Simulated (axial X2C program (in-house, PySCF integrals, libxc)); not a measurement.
**TaO: a run with one poor setting**

Computed with an in-house relativistic program for diatomic molecules. Spin-free means the one-electron spin-free X2C Hamiltonian. Basis: Ta dyall-v3z [13s14p9d7f2g], O dyall-v3z [6s5p2d1f] (cores contracted in-house); Gaussian nuclei, density fitting, unrestricted open shells. Masses: Ta 180.948 u, O 15.995 u.

One setting of this run was spoiled on purpose, so its numbers are not properties of TaO. Level: HF, without spin–orbit coupling; state M_S = 3/2, Λ = 0 (beyond evenly filled blocks: σα, δ+α, δ-α).

```json
{"R (Å)": "1.498", "E − E(lowest point) (eV)": "1.7959", "SCF iterations": "14"}
{"R (Å)": "1.567", "E − E(lowest point) (eV)": "0.7130", "SCF iterations": "15"}
{"R (Å)": "1.619", "E − E(lowest point) (eV)": "0.2498", "SCF iterations": "15"}
{"R (Å)": "1.670", "E − E(lowest point) (eV)": "0.0279", "SCF iterations": "15"}
{"R (Å)": "1.722", "E − E(lowest point) (eV)": "0.0000", "SCF iterations": "16"}
{"R (Å)": "1.782", "E − E(lowest point) (eV)": "0.1576", "SCF iterations": "17"}
{"R (Å)": "1.843", "E − E(lowest point) (eV)": "0.4618", "SCF iterations": "18"}
{"R (Å)": "1.920", "E − E(lowest point) (eV)": "0.9754", "SCF iterations": "20"}
{"R (Å)": "2.015", "E − E(lowest point) (eV)": "1.6205", "SCF iterations": "19"}
{"R (Å)": "2.152", "E − E(lowest point) (eV)": "not converged", "SCF iterations": "17"}
```

Fit: Re 1.704 Å, ωe 1073.1 cm⁻¹, residual 0.99 microhartree, De 3.07 eV.

Output at the reference distance:

```
spin-free X2C-1e  HF
basis functions 205  fitting functions 622  grid points 5075
iter        total energy     max residual
   1     -15674.220231601     6.19e-01
   2     -15674.271525480     1.95e-02
   3     -15674.271983780     2.55e-02
   4     -15674.276142636     6.88e-03
   5     -15674.276596225     2.60e-03
   6     -15674.276723013     2.20e-03
   7     -15674.276882939     1.70e-03
   8     -15674.277019512     9.32e-04
   9     -15674.277070406     4.15e-04
  10     -15674.277080728     2.70e-04
  11     -15674.277084594     1.28e-04
  12     -15674.277086359     4.99e-05
  13     -15674.277086569     3.03e-05
  14     -15674.277086608     7.50e-06
  15     -15674.277086615     3.70e-06
  16     -15674.277086616     1.45e-06
converged
one-electron -21881.21568320  Coulomb 6349.44396225  exact exchange -321.97080770  xc functional 0.00000000  nuclear repulsion 179.46544203
```

Question: Which setting was spoiled?
A. too few iterations allowed
B. integration grid too coarse
C. virtual space cut too low
D. an excited determinant was followed
E. density fitting set too sparse

Answer: E. Density fitting set too sparse: ratio 4 between fitting exponents against the usual 2.
